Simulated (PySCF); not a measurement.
## Potential energy of MgBe along the bond

Set-up: Mg pcseg-1, Be pcseg-1; no relativity (PySCF 2.14). Energies in eV from Mg + Be in their ground configurations at the same level. State: ¹Σ⁺ (singlet), closed shell.

```json
{"R (Å)": "2.752", "M06": "-0.0470", "PBE": "-0.1557", "RHF-SCS-MP2": "0.3422", "PBE0": "-0.0590"}
{"R (Å)": "2.880", "M06": "-0.0899", "PBE": "-0.1889", "RHF-SCS-MP2": "0.2596", "PBE0": "-0.1028"}
{"R (Å)": "3.008", "M06": "-0.1132", "PBE": "-0.2004", "RHF-SCS-MP2": "0.1981", "PBE0": "-0.1245"}
{"R (Å)": "3.104", "M06": "-0.1212", "PBE": "-0.1994", "RHF-SCS-MP2": "0.1620", "PBE0": "-0.1309"}
{"R (Å)": "3.200", "M06": "-0.1236", "PBE": "-0.1930", "RHF-SCS-MP2": "0.1323", "PBE0": "-0.1315"}
{"R (Å)": "3.296", "M06": "-0.1223", "PBE": "-0.1830", "RHF-SCS-MP2": "0.1077", "PBE0": "-0.1280"}
{"R (Å)": "3.424", "M06": "-0.1174", "PBE": "-0.1661", "RHF-SCS-MP2": "0.0812", "PBE0": "-0.1193"}
{"R (Å)": "3.584", "M06": "-0.1098", "PBE": "-0.1429", "RHF-SCS-MP2": "0.0559", "PBE0": "-0.1050"}
{"R (Å)": "3.776", "M06": "-0.1000", "PBE": "-0.1154", "RHF-SCS-MP2": "0.0342", "PBE0": "-0.0865"}
{"R (Å)": "4.032", "M06": "-0.0858", "PBE": "-0.0836", "RHF-SCS-MP2": "0.0156", "PBE0": "-0.0638"}
```

Task: Put a parabola through the three lowest points of the M06 curve and estimate Re, k and ωe (reduced mass 6.551 u; 1 eV/Å² = 0.16022 mdyn/Å; ωe = 1302.8·√(k/μ) cm⁻¹).

Result: Through R = 3.104, 3.2, 3.296 Å the second-order coefficient is 0.201 eV/Å², so Re ≈ 3.214 Å, k ≈ 0.0643 mdyn/Å and ωe ≈ 129 cm⁻¹. A polynomial fit of higher order to the unrounded M06 energies gives Re = 3.207 Å, k = 0.0615 mdyn/Å, ωe = 126 cm⁻¹; anharmonicity and rounding make the difference.

The higher-order fit for each curve: M06: Re = 3.207 Å, ωe = 126 cm⁻¹, De = 0.124 eV; PBE: Re = 3.041 Å, ωe = 176 cm⁻¹, De = 0.201 eV; PBE0: Re = 3.162 Å, ωe = 145 cm⁻¹, De = 0.132 eV. RHF-SCS-MP2 gives no reliable minimum on this grid.

Correlated steps freeze 1 core orbital. Closed-shell solutions of metal pairs were not tested for spin polarisation, which can lower them a little. The bond is weak. Basis-set superposition, not corrected here, can be much of De in a small basis, most of all at correlated wavefunction levels. Functionals without a dispersion term scatter widely for such bonds, and LDA overbinds them.
